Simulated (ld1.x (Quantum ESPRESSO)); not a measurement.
## How hard is this hafnium TM potential?

ld1.x (Quantum ESPRESSO) 7.5 input, shortened:

```
&input
   title='Hf', zed=72., rel=1, dft='PZ', iswitch=3,
   config='[Xe] 4f14 5d3 6s1 6p0'
 /
 &inputp
   pseudotype=2, tm=.true., lloc=1,
   nlcc=.true., rcore=1.10
 /
3
6S  1  0   1.00   0.00  2.25  2.25  0.0
5D  3  2   3.00   0.00  2.80  2.80  0.0
6P  2  1   0.00   0.00  2.85  2.85  0.0
 &test
   configts(1)='5d3 6s1 6p0'
 /
```

The pseudo-atom Hamiltonian at the reference potential is diagonalised in spherical Bessel functions j_l(qr) that vanish at 20 bohr, with q² up to the cutoff. All-electron valence levels (Ry): 6s -0.3612, 5d -0.1585, 6p -0.1001.

**Question.** How do the lowest levels (Ry) of each channel move with the cutoff, and are there ghosts?

**Answer.**

| cutoff (Ry) | s #1 | s #2 | s #3 | d #1 | p #1 | f #1 | Σ f·Δε (mRy) |
| --- | --- | --- | --- | --- | --- | --- | --- |
| 8 | -2.2912 | -0.3501 | -0.0027 | -0.0198 | -0.0963 | 0.0993 | 427.2 |
| 12 | -2.3091 | -0.3580 | -0.0035 | -0.1125 | -0.0994 | 0.0993 | 141.1 |
| 18 | -2.3435 | -0.3596 | -0.0037 | -0.1548 | -0.0999 | 0.0993 | 12.5 |
| 21 | -2.3449 | -0.3599 | -0.0037 | -0.1576 | -0.0999 | 0.0993 | 3.8 |
| 30 | -2.3652 | -0.3609 | -0.0039 | -0.1584 | -0.1000 | 0.0993 | 0.4 |
| 40 | -2.3694 | -0.3610 | -0.0039 | -0.1584 | -0.1000 | 0.0993 | 0.2 |
| 400 | -2.3755 | -0.3612 | -0.0040 | -0.1585 | -0.1000 | 0.0993 | 0.0 |

Result: ghost state, extra bound levels that the all-electron valence spectrum of the same l lacks: s at -32.3 eV (a true bound ghost makes a file unfit for plane-wave use); 10 mRy is reached at 21 Ry and 1 mRy at 30 Ry.

Its largest configuration-test error is -590 meV.
